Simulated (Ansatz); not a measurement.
A nudged elastic band was laid between two geometries of C2H7ClN2Si (13 atoms, charge 0, multiplicity 1).

All numbers below come from RKS B3LYP-D4/STO-3G (Ansatz 0.2.0).

```
movable images  : 8
climbing image  : no
spring          : 5.0 eV/Å²
optimiser       : quadratic models (default)
start path      : through a guess of the saddle point
force threshold : 0.05 eV/Å
iteration limit : 43
end points      : relaxed
```

First end point:

```xyz
13
Properties=species:S:1:pos:R:3
C -1.944 -1.204 0.005
N -0.750 -1.065 -0.514
C 0.346 -0.873 0.534
Si 0.972 0.901 0.357
N 1.376 1.141 -1.301
Cl -0.617 2.142 1.059
H -2.180 -1.216 1.088
H -2.800 -1.321 -0.683
H 1.165 -1.571 0.283
H 0.005 -1.084 1.564
H 2.108 1.222 1.193
H 1.677 2.095 -1.590
H 0.662 0.798 -1.979
```

Last end point:

```xyz
13
Properties=species:S:1:pos:R:3
C -1.938 -1.195 -0.001
N -0.739 -1.078 -0.514
C 0.352 -0.879 0.538
Si 0.972 0.897 0.358
N 1.364 1.140 -1.302
Cl -0.622 2.128 1.068
H -2.182 -1.183 1.080
H -2.790 -1.314 -0.694
H 1.174 -1.575 0.295
H 0.006 -1.086 1.567
H 2.112 1.224 1.188
H 0.651 0.792 -1.977
H 1.660 2.096 -1.593
```

Problem. Which bonds break or form, and what moves?

Solution. No bond is made or broken. The dihedral Cl6–Si4–N5–H13 goes from -70 to 59°. The two ends are copies of one structure, up to a mirror image or an exchange of like atoms.

Problem. Give the energies along the band, and the barrier.

Solution. The run converged. The highest image is number 5 of 0 to 9, 5.7 kcal/mol above the ends, which have the same energy within 2 meV. No image climbed, so the highest image needn't sit at the top of the path. Limits of this set-up: minimal basis.

```csv
image,path coordinate (Å),energy (kcal/mol),dihedral Cl6–Si4–N5–H13 (°)
0,0.00,0.0,-70
1,0.47,0.9,-66
2,0.93,3.1,-75
3,1.40,4.2,-72
4,1.86,5.0,-55
5,2.33,5.7,-35
6,2.80,5.1,-13
7,3.26,3.1,11
8,3.73,0.7,37
9,4.20,0.0,59
```

Problem. What is the geometry of the highest image?

Solution. 
```xyz
13
Properties=species:S:1:pos:R:3:forces:R:3
C -1.931 -1.174 -0.035 0.00 0.00 0.00
N -0.723 -1.059 -0.527 -0.01 0.00 -0.01
C 0.348 -0.845 0.537 0.01 0.00 0.00
Si 1.007 0.931 0.379 0.00 -0.01 0.00
N 1.348 1.455 -1.277 0.00 0.00 0.00
Cl -0.492 2.216 1.122 0.00 0.00 0.00
H -2.193 -1.151 1.042 0.00 0.00 0.00
H -2.770 -1.305 -0.740 0.00 0.00 0.00
H 1.173 -1.548 0.318 0.00 0.00 0.00
H -0.011 -1.044 1.564 0.00 0.00 0.00
H 2.180 1.082 1.217 0.00 0.00 0.00
H 1.627 0.621 -1.856 0.01 0.01 0.00
H 0.458 1.787 -1.728 -0.01 -0.01 0.00
```

The band took 23 iterations and of the order of 8 core-minutes.

The run took 7.7 min on 1 thread of Intel(R) Xeon(R) Platinum 8488C (Sapphire Rapids) (shared host), peak memory 0.14 GiB.
